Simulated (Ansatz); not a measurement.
Mulliken charges of `[F][GeH2][InH2]` from r2SCAN/def2-TZVPP in Ansatz (PBE0-D4/def2-TZVP geometry).

```
atom   x (Å)   y (Å)   z (Å)  charge (e)
  F1  -2.300   0.151   0.072      -0.393
 Ge2  -0.782  -0.191  -0.744       0.293
 In3   1.173   0.231   0.941       0.429
  H4  -0.929  -1.649  -1.234      -0.038
  H5  -0.796   0.731  -1.984      -0.038
  H6   0.840   0.760   2.543      -0.122
  H7   2.794  -0.033   0.406      -0.130
```

**Question.** By hand: the dipole of these point charges (1 e Å = 4.8032 D).

**Answer.** Σ q r = (0.778, -0.070, -0.083) e Å, of length 0.786 e Å = 3.78 D.

**Question.** How does the dipole of the full density compare? (An estimate is asked.)

**Answer.** Computed: (0.466, -0.047, -0.067) e Å, 2.27 D; the point charges give 1.67 times that, at 2° from its direction.

Point charges leave out the atoms' own dipoles, such as those of lone pairs, and Mulliken's split depends on the basis, so the two needn't agree.
